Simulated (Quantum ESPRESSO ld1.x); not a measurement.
The numbers below are computed, except where a source is named.
Input file for ld1.x (Quantum ESPRESSO 7.5):

```
 &input
    atom='Mo',
    iswitch=1,
    rel=0,
    lsd=1,
    dft='PZ',
    config='[Ar] 3d10 4s2 4p5 4d4 5p1 5s0 4f0',
    verbosity='high',
    prefix='ld1',
    max_out_wfc=37,
    file_charge='ld1.rho',
 /
```

Command: `OMP_NUM_THREADS=1 ld1.x < ld1.in > ld1.out`

Output (excerpt):

```
     Program LD1 v.7.5 starts

     --------------------------- All-electron run ----------------------------

     atomic number is 42.00
     dft =PZ   lsd =1 sic =0 latt =0  beta=0.20 tr2=1.0E-14
     Exchange-correlation= PZ
                           (   1   1   0   0   0   0   0)
     mesh =1919 r(mesh) = 100.11609 a.u. xmin = -7.00 dx = 0.00800
     1 Ry =  13.60569312 eV

     n l     nl                  e(Ry)          e(Ha)          e(eV)
     1 0     1S 1( 1.00)   -1420.495515113    -710.247757557 -19326.8260612
     2 0     2S 1( 1.00)    -199.013656613     -99.506828307  -2707.7187392
     2 1     2P 1( 3.00)    -183.591984863     -91.795992431  -2497.8962059
     3 0     3S 1( 1.00)     -35.347858356     -17.673929178   -480.9321133
     3 1     3P 1( 3.00)     -29.416854619     -14.708427309   -400.2366966
     3 2     3D 1( 5.00)     -18.507230099      -9.253615049   -251.8036933
     4 0     4S 1( 1.00)      -6.419389621      -3.209694810    -87.3402452
     4 1     4P 1( 3.00)      -4.695576644      -2.347788322    -63.8865749
     4 2     4D 1( 4.00)      -2.036520214      -1.018260107    -27.7082691
     5 1     5P 1( 1.00)      -1.132931726      -0.566465863    -15.4143214
     5 0     5S 1( 0.00)      -1.521013230      -0.760506615    -20.6944392
     4 3     4F 1( 0.00)      -0.410546950      -0.205273475     -5.5857758
     1 0     1S 2( 1.00)   -1420.479962001    -710.239981001 -19326.6144504
     2 0     2S 2( 1.00)    -198.962543879     -99.481271940  -2707.0233150
     2 1     2P 2( 3.00)    -183.546571833     -91.773285916  -2497.2783301
     3 0     3S 2( 1.00)     -35.301134420     -17.650567210   -480.2964018
     3 1     3P 2( 3.00)     -29.365816721     -14.682908360   -399.5422906
     3 2     3D 2( 5.00)     -18.445152600      -9.222576300   -250.9590859
     4 0     4S 2( 1.00)      -6.140477894      -3.070238947    -83.5454579
     4 1     4P 2( 2.00)      -4.411456500      -2.205728250    -60.0209234
     4 2     4D 2( 0.00)      -1.760030968      -0.880015484    -23.9464412
     5 1     5P 2( 0.00)      -0.975793830      -0.487896915    -13.2763514
     5 0     5S 2( 0.00)      -1.333488564      -0.666744282    -18.1430362
     4 3     4F 2( 0.00)      -0.337598798      -0.168799399     -4.5932656

     final scf error:  5.4E-15 reached in  24 iterations

     Etot =   -7941.340109 Ry,   -3970.670055 Ha, -108047.436513 eV
     Total magnetization:    6.00 Bohr mag.

     Ekin =    7936.027257 Ry,    3968.013629 Ha,  107975.151478 eV
     Encl =  -18844.781936 Ry,   -9422.390968 Ha, -256396.319992 eV
     Eh   =    3200.334529 Ry,    1600.167264 Ha,   43542.769488 eV
     Exc  =    -232.919959 Ry,    -116.459980 Ha,   -3169.037487 eV

     normalization and overlap integrals

     s(1S/1S) =  1.000000  <r> =   0.0363  <r2> =    0.0018  r(max) =   0.0240
     s(2S/2S) =  1.000000  <r> =   0.1589  <r2> =    0.0297  r(max) =   0.1340
     s(2P/2P) =  1.000000  <r> =   0.1361  <r2> =    0.0226  r(max) =   0.1054
     s(3S/3S) =  1.000000  <r> =   0.4417  <r2> =    0.2233  r(max) =   0.3947
     s(3P/3P) =  1.000000  <r> =   0.4363  <r2> =    0.2214  r(max) =   0.3823
     s(3D/3D) =  1.000000  <r> =   0.4147  <r2> =    0.2067  r(max) =   0.3206
     s(4S/4S) =  1.000000  <r> =   1.1193  <r2> =    1.4175  r(max) =   1.0064
     s(4P/4P) =  1.000000  <r> =   1.2157  <r2> =    1.6877  r(max) =   1.0729
     s(4D/4D) =  1.000000  <r> =   1.5908  <r2> =    2.9809  r(max) =   1.2896
     s(5P/5P) =  1.000000  <r> =   3.2584  <r2> =   11.9175  r(max) =   2.9398
     s(5S/5S) =  1.000000  <r> =   2.8127  <r2> =    8.8625  r(max) =   2.5455
     s(4F/4F) =  1.000000  <r> =   4.8622  <r2> =   27.5042  r(max) =   4.2137
     s(1S/1S) =  1.000000  <r> =   0.0363  <r2> =    0.0018  r(max) =   0.0240
     s(2S/2S) =  1.000000  <r> =   0.1589  <r2> =    0.0297  r(max) =   0.1340
     s(2P/2P) =  1.000000  <r> =   0.1361  <r2> =    0.0226  r(max) =   0.1054
     s(3S/3S) =  1.000000  <r> =   0.4414  <r2> =    0.2230  r(max) =   0.3947
     s(3P/3P) =  1.000000  <r> =   0.4360  <r2> =    0.2210  r(max) =   0.3823
     s(3D/3D) =  1.000000  <r> =   0.4142  <r2> =    0.2060  r(max) =   0.3231
     s(4S/4S) =  1.000000  <r> =   1.1163  <r2> =    1.4114  r(max) =   1.0064
     s(4P/4P) =  1.000000  <r> =   1.2142  <r2> =    1.6863  r(max) =   1.0643
     s(4D/4D) =  1.000000  <r> =   1.6173  <r2> =    3.1023  r(max) =   1.2896
     s(5P/5P) =  1.000000  <r> =   3.4518  <r2> =   13.4235  r(max) =   3.0597
     s(5S/5S) =  1.000000  <r> =   2.9176  <r2> =    9.5681  r(max) =   2.6073
     s(4F/4F) =  1.000000  <r> =   6.1030  <r2> =   42.6798  r(max) =   5.3566

     ------------------------ End of All-electron run ------------------------
```

Run on one thread of a shared host, so times are rough (Intel(R) Xeon(R) Processor @ 2.60GHz): 0.66 s of CPU time, 0.67 s wall, 24 iterations on 1919 mesh points.
